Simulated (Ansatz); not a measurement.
A nudged elastic band was laid between two geometries of C2H4OSi (8 atoms, charge 0, multiplicity 1).

The calculation used Ansatz 0.2.0, RKS BHLYP-D4/6-31G*.

```
movable images  : 7
climbing image  : yes
spring          : 2.0 to 10.0 eV/Å², energy-weighted
optimiser       : quadratic models (default)
start path      : IDPP
force threshold : 0.05 eV/Å
iteration limit : 60
end points      : relaxed
```

Image 0:

```xyz
8
Properties=species:S:1:pos:R:3
O 1.446 -1.278 1.955
C 1.190 -0.648 1.021
C 0.865 0.058 -0.029
Si -0.906 0.286 -0.510
H 1.676 0.494 -0.590
H -1.285 1.713 -0.483
H -1.154 -0.224 -1.872
H -1.741 -0.458 0.452
```

Image 8:

```xyz
8
Properties=species:S:1:pos:R:3
O 2.182 -1.680 -0.132
C 1.488 -0.810 0.178
C 0.677 0.161 0.504
Si -0.981 0.327 -0.297
H 1.027 0.851 1.257
H -1.103 1.617 -1.004
H -1.134 -0.776 -1.265
H -2.064 0.253 0.704
```

(1) What changes between the two ends?

(2) What energy profile does the band end with?

(3) What is the geometry of the highest image?

Answers

(1) No bond is made or broken. The dihedral C2–C3–Si4–H6 goes from 119 to -120°. The two ends are copies of one structure, up to a mirror image or an exchange of like atoms.

(2) It converged. The highest image is number 4 of 0 to 8, 4.5 kJ/mol above the ends, which have the same energy within 2 meV. Another band between the same ends (7 images) ends at a top of the same energy, where a vibrational analysis finds 1 clearly imaginary mode.

```tsv
image	path coordinate (Å)	energy (kJ/mol)	dihedral C2–C3–Si4–H6 (°)
0	0.00	0.0	119
1	0.67	1.5	143
2	1.07	3.1	158
3	1.40	4.1	169
4	1.71	4.5	180
5	2.02	4.2	-169
6	2.35	3.2	-158
7	2.75	1.5	-144
8	3.41	0.0	-120
```

(3) 
```xyz
8
Properties=species:S:1:pos:R:3:forces:R:3
O 1.805 -1.892 0.999 0.00 -0.01 0.00
C 1.342 -0.899 0.633 -0.02 0.00 -0.01
C 0.787 0.206 0.213 0.04 0.01 0.01
Si -0.955 0.319 -0.405 -0.02 -0.02 0.00
H 1.410 1.087 0.240 0.00 0.01 0.00
H -1.176 1.729 -0.775 -0.01 0.01 0.00
H -1.183 -0.535 -1.587 0.00 0.00 0.00
H -1.937 -0.072 0.626 0.00 0.00 0.00
```

Time of the run: 86 s on 1 thread of Intel(R) Xeon(R) 6975P-C (Granite Rapids), on a shared host, peak memory 0.15 GiB.
